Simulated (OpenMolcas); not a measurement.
Cr2+ in a ligand field

Cr2+ with 6 ligands (sulfide) in trigonal antiprismatic coordination (D3d) at 2.58 Å, a polar angle of 53.1° against the regular 54.74°. A charge of +1.67 e stands 2.6 Å behind each ligand. Ligand basis ANO-RCC-VDZP.
```
Cr    0.0000    0.0000    0.0000
S     0.0000    2.0630    1.5493
S    -1.7866   -1.0315    1.5493
S     1.7866   -1.0315    1.5493
S     0.0000   -2.0630   -1.5493
S     1.7866    1.0315   -1.5493
S    -1.7866    1.0315   -1.5493
```

```json
{
  "Program": "OpenMolcas 26.06",
  "Method": "CASSCF",
  "Basis": "ANO-RCC-VTZP [6s5p3d2f1g]",
  "Scalar Hamiltonian": "DKH2, point nucleus",
  "Active space": "4 electrons in 5 orbitals (3d)",
  "State averaging": "2S+1 = 5 even, 5 roots; 2S+1 = 3 even, 45 roots; 2S+1 = 1 even, 50 roots",
  "Spin-orbit coupling": "state interaction with AMFI integrals over the reference wave functions"
}
```

The lowest spin-free states (labels of D3, the rotations of D3d), above the lowest:

```
   State  Degeneracy  E (cm-1)  Free-ion L (%)
      5E           2       0.0         D (100)
2S+1 = 5           1      2192         D (100)
      5E           2      2207         D (100)
2S+1 = 3           1     18405          H (84)
      3E           2     18432          H (85)
      3E           2     19141          H (96)
      3E           2     20287          H (88)
2S+1 = 3           1     20294          H (87)
2S+1 = 3           1     20544          H (67)
      3E           2     20549          H (66)
      3E           2     21807          P (39)
2S+1 = 3           1     21819          P (40)
2S+1 = 3           1     22173         F (100)
      3E           2     22932          F (86)
2S+1 = 3           1     22956          F (85)
2S+1 = 3           1     23868         G (100)
      3E           2     24331          F (62)
2S+1 = 3           1     24359          F (63)
      3E           2     24764          G (94)
2S+1 = 3           1     24852          G (75)
```

The lowest levels with spin-orbit coupling:

```tsv
E (cm-1)	Degeneracy	2S+1	g
0.0	1	5	
10.3	2	5	0.00 0.00 4.45
18.2	1	5	
27.6	2	5	0.00 0.00 0.49
38.1	2	5	0.00 0.00 1.24
44.1	1	5	
51.1	1	5	
2131	1	5	
2133	2	5	0.00 0.00 3.21
2141	1	5	
2148	2	5	0.00 0.00 0.75
2164	1	5	
2312	2	5	0.00 0.00 5.34
2329	3	5	
2431	1	5	
2437	2	5	0.00 0.00 7.91
18412	1	3	
18421	2	3	0.00 0.00 1.56
18437	2	3	0.00 0.00 1.02
18486	2	3	0.00 0.00 2.13
```

Powder χT (cm3 K/mol): 0.559 at 2 K, 1.92 at 10 K, 2.61 at 50 K, 2.7 at 100 K, 2.77 at 200 K, 2.82 at 300 K. The effective moment at 300 K is 2.828 √(χT) = 4.75 μB.

The lowest level has 2S+1 = 5, for which the spin-only value is χT = S(S+1) / 2 = 3.000 cm3 K/mol (g = 2). The computed 2.818 at 300 K differs by -0.182, through orbital momentum, spin-orbit coupling and any other state in reach.

Metal share of the active 3d orbitals (Löwdin): 94, 94, 98, 98, 98 %; Mulliken charge of the metal 2.01.

An orbital doublet at a regular site is open to a Jahn-Teller distortion, which this geometry leaves out. Without dynamic correlation the repulsion within the d shell is too large (B by tens of per cent), so at a given field states of lower spin stand too high. CASSCF with metal d orbitals alone favours high spin, so a ground state of lower spin is not ruled out. The sulfide ions are held by bare point charges, a crude embedding. Ligand-to-metal charge-transfer states are missing. With no ligand orbital active B as a rule stays too high, so bands that hang on it stand too high and its fall with covalency is understated. With metal d orbitals alone and no dynamic correlation the field as a rule comes out too small, by tens of per cent, by up to half for chloride and softer ligands. A group larger than the point group allows holds several states that coincide in this model. No measured value stands beside these numbers; the geometry was imposed, not optimised, and the real ion may take another.

With an even number of electrons the g values are those of a degenerate or nearly degenerate non-Kramers pair.
